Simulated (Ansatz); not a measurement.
C2H5AlGe, SMILES `[GeH3][Al]1[CH]=[CH]1` at its PBE0-D4/def2-TZVP geometry, where that method's forces vanish. Charge 0, multiplicity 1.

```xyz
9

Ge    0.3100   -2.0848    0.3758
Al   -0.0531    0.3021   -0.0691
C     0.2756    2.0083   -0.7304
C    -0.8765    1.9677   -0.0033
H    -1.0238   -2.8322    0.5359
H     1.1094   -2.2530    1.6794
H     1.1045   -2.7513   -0.7590
H     0.7221    2.8619   -1.2375
H    -1.5682    2.7813    0.2082
```

**Question.** What forces (eV/Å) does PBE-D4/def2-TZVPP give on these atoms in the Gaussian-basis code of Ansatz? (Best estimate.)

**Answer.** Ansatz gave: 
```
Ge1 -0.024  0.121 -0.032
Al2  0.063 -0.418  0.078
C3   0.278  0.068 -0.191
C4  -0.295  0.047  0.171
H5  -0.125 -0.084  0.019
H6   0.077 -0.022  0.125
H7   0.079 -0.076 -0.105
H8   0.117  0.187 -0.123
H9  -0.170  0.176  0.058
```
